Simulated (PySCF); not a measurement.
C₆ coefficients of unlike pairs at UHF

Calculated with PySCF 2.14 from the dipole response of each species, C₆(A,B) = (3/π) ∫ α_A(iu) α_B(iu) du, in atomic units, from isotropic polarisabilities. For ions this is the dispersion term alone; charge-induced terms of lower order in 1/R come first.

```json
{"species": "As³⁺", "configuration": "[Ar] 3d10 4s2 (1S)", "basis": "dyall-av3z (24s17p11d2f)", "relativity": "spin-free X2C", "α (bohr³)": "7.735", "C₆ (like pair)": "24.03"}
{"species": "In", "configuration": "[Kr] 4d10 5s2 5p1 (2P)", "basis": "aug-cc-pwCVTZ-DK3 (10s9p7d4f1g)", "relativity": "spin-free X2C", "α (bohr³)": "74.51", "C₆ (like pair)": "806.9"}
{"species": "C⁺", "configuration": "[He] 2s2 2p1 (2P)", "basis": "aug-cc-pwCVQZ (9s8p6d4f2g)", "relativity": "none", "α (bohr³)": "6.308", "C₆ (like pair)": "14.97"}
{"species": "As²⁺", "configuration": "[Ar] 3d10 4s2 4p1 (2P)", "basis": "aug-cc-pwCVTZ-PP with ECP10MDF (8s7p6d4f1g)", "relativity": "core potential", "α (bohr³)": "10.85", "C₆ (like pair)": "48.72"}
```

Problem. Estimate C₆ for As²⁺ with In.

Solution. The integral gives 181.3. The combination rule 2 C_A C_B / (C_A α_B/α_A + C_B α_A/α_B) gives 173.9 and the geometric mean 198.3.

No spin-orbit coupling is included.

The other pairs:

```json
{"pair": "As²⁺, As³⁺", "C₆": "34.18"}
{"pair": "In, As³⁺", "C₆": "128.1"}
{"pair": "C⁺, In", "C₆": "101.6"}
{"pair": "As²⁺, C⁺", "C₆": "26.96"}
{"pair": "C⁺, As³⁺", "C₆": "18.95"}
```
